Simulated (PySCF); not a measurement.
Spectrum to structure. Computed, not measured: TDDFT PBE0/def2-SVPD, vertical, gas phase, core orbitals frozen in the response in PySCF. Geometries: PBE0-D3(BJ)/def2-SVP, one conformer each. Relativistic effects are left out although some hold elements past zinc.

| state | E (eV) | f |
| --- | --- | --- |
| S1 | 3.44 | 0.0063 |
| S2 | 3.61 | 0.0046 |
| S3 | 3.63 | 0.0081 |
| S4 | 3.79 | 0.0001 |
| S5 | 3.87 | 0.016 |
| S6 | 3.91 | 0.084 |
| S7 | 4.42 | 0.145 |
| S8 | 4.58 | 0.229 |
| S9 | 4.59 | 0.042 |
| S10 | 4.73 | 0.0009 |

Question: Which structure fits?
A. `[GaH3-][P+](C1CC1)(C)C`
B. `[BH3-][P+](C)(C)C1CC1`
C. `Cc1pcpc(Br)p1`

Answer: C. Its S1, at 3.44 eV, is the lowest among the candidates; the nearest of the others has S1 at 6.80 eV. S1 is HOMO→LUMO+1 (46%), HOMO→LUMO (27%), HOMO-2→LUMO (16%). Löwdin shares by element: HOMO bromine 30%, phosphorus 26% or more, carbon 20% or more (atoms not listed hold the other 23%); LUMO phosphorus 41% or more, carbon 35% or more (atoms not listed hold the other 24%). At the same level the other candidates give, for their lowest levels:
- `[BH3-][P+](C)(C)C1CC1`: 7.38 eV (f 0.053); 7.52 eV (f 0.035); 7.54 eV (f 0.025); 7.85 eV (f 0.004); 7.95 eV (f 0.010); T1 7.27 eV; HOMO -7.92, LUMO 0.40 eV
- `C[P+](C)([GaH3-])C1CC1`: 6.80 eV (f 0.019); 6.83 eV (f 0.046); 6.89 eV (f 0.048); 7.01 eV (f 0.004); 7.04 eV (f 0.019); T1 6.30 eV; HOMO -7.38, LUMO 0.29 eV
Triplets come from the Tamm–Dancoff approximation.

Without π bonds the low states may be Rydberg-like; a valence basis with one diffuse set may place them up to an eV too high.
